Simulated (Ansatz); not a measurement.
The first iterations of a band of AlFH₆N₂ (10 atoms, charge 0, multiplicity 1).

The calculation used RKS PBE0/6-31G* (Ansatz 0.2.0).

```yaml
movable_images: 5
climbing_image: yes
spring: 5.0 eV/Å²
optimiser: quadratic models (default)
start_path: through a guess of the saddle point
force_threshold: 0.03 eV/Å
iteration_limit: 60
end_points: relaxed
```

Image 0:

```xyz
10
Properties=species:S:1:pos:R:3
Al 0.009 0.053 -0.074
H 0.015 -0.521 1.455
N 1.560 0.033 -0.956
H 2.447 -0.195 -0.530
H 1.683 0.218 -1.941
N -1.550 0.095 -0.939
H -2.448 -0.037 -0.496
H -1.670 0.235 -1.932
F 0.041 1.827 1.091
H 0.050 1.189 1.805
```

Image 6:

```xyz
10
Properties=species:S:1:pos:R:3
Al 0.012 0.689 -0.624
H 0.057 0.055 2.978
N 1.558 0.043 -1.194
H 1.670 -0.714 -1.853
H 2.457 0.377 -0.880
N -1.560 0.103 -1.186
H -1.704 -0.648 -1.845
H -2.446 0.474 -0.873
F 0.039 1.922 0.489
H 0.055 0.598 2.468
```

| iteration | highest image above the first end (eV) | largest band force component (eV/Å) |
| --- | --- | --- |
| 1 | 1.706 | 11.383 |
| 2 | 0.349 | 2.464 |
| 3 | 0.220 | 1.633 |
| 4 | 0.102 | 1.429 |
| 5 | 0.092 | 2.043 |
| 6 | 0.081 | 1.596 |
| 7 | 0.081 | 2.233 |
| 8 | 0.080 | 0.623 |
| 9 | 0.082 | 0.710 |
| 10 | 0.085 | 0.248 |
| 11 | 0.089 | 0.699 |
| 12 | 0.066 | 0.526 |
| 13 | 0.141 | 0.843 |

Q: Does the band converge within its limit, and where does its top end?

A: The run converged. It ended after 39 iterations with the highest image 0.004 eV above the first end. Beside the main top the profile has a ripple of under 15 meV (maxima at images 1, 5), which may be a very shallow well or noise. Neighbouring images differ by up to 1.5 eV, so the band resolves the path poorly. The top lies less than 8 meV above the higher end, about what the thresholds resolve: that end is a shoulder or a very shallow well. A vibrational analysis at the climbing image gives one clearly imaginary mode, 224i cm⁻¹: a first-order saddle point. The orbitals stay closed-shell, which can raise the energy where a bond breaks towards radicals; this wasn't checked here.

Run time: 5.7 min on 1 thread of Intel(R) Xeon(R) 6975P-C (Granite Rapids), with other jobs on the host, peak memory 0.17 GiB.
